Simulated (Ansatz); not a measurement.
# Which is lower?

The two ends of one reaction step of GeH₂Cl₂O, singlet (PBE0-D4/def2-TZVP).

A:

```xyz
6
angstrom
Ge -0.4732 -1.3176 0.0872
Cl 1.7620 -1.2383 -0.0668
Cl -1.0083 -0.3620 -1.8692
H -0.6065 1.2753 0.0860
O -0.3172 0.7626 0.8556
H 0.6432 0.8801 0.9074
```

B:

Ge1  (0.316, -1.617, 0.394)
Cl2  (2.147, -1.492, 1.606)
Cl3  (-2.199, 1.356, -1.622)
H4  (-1.206, 0.913, -0.910)
O5  (0.134, 0.136, 0.072)
H6  (0.808, 0.705, 0.460)
(Å)

Program: Ansatz 0.2.0. Basis: def2-TZVPP. Cores are frozen in the correlated methods. Filled d shells of the heavier atoms are correlated. The def2 sets are not built for correlating such inner shells, so the correlated values are less sure here. B3LYP uses VWN-RPA correlation.

**Question.** Which structure is lower at CCSD(T), and by how much? (An estimate is asked for; the value comes from the calculation.)

**Answer.** The calculation gives: A, by 13.53 kcal/mol (electronic energy, against the other). By their contacts, A is GeH₂Cl₂O ([OH2][Ge]([Cl])[Cl]) and B is a complex of GeHClO ([OH][Ge][Cl]) + HCl.

All methods give the same order:

| method | E(B) − E(A) (kcal/mol) |
| --- | --- |
| SPW92 | 18.75 |
| PBE-D4 | 16.66 |
| BLYP-D4 | 14.56 |
| r2SCAN-D4 | 16.93 |
| B97M-V | 16.00 |
| PBE0-D4 | 17.42 |
| B3LYP-D4 | 15.33 |
| r2SCAN0-D4 | 17.55 |
| BHLYP-D4 | 16.16 |
| CAM-B3LYP-D4 | 14.31 |
| wB97X-V | 15.35 |
| wB97M-V | 16.49 |
| B2PLYP | 13.68 |
| PBE-QIDH | 16.28 |
| RPA on PBE | 12.18 |
| HF | 12.92 |
| MP2 | 14.45 |
| CCSD | 13.28 |
| CCSD(T) | 13.53 |

T1 diagnostic: at most 0.013.

Labels in which every atom is bracketed show which atoms are joined, not bond orders.

For scale, one of the runs: CCSD(T)/def2-TZVPP, 191 basis functions (an equivalent command: `ansatz run in.yaml --threads 4`). Time: 59 s of wall clock on 4 CPU threads; the host was shared. Peak host memory: 2 GiB.
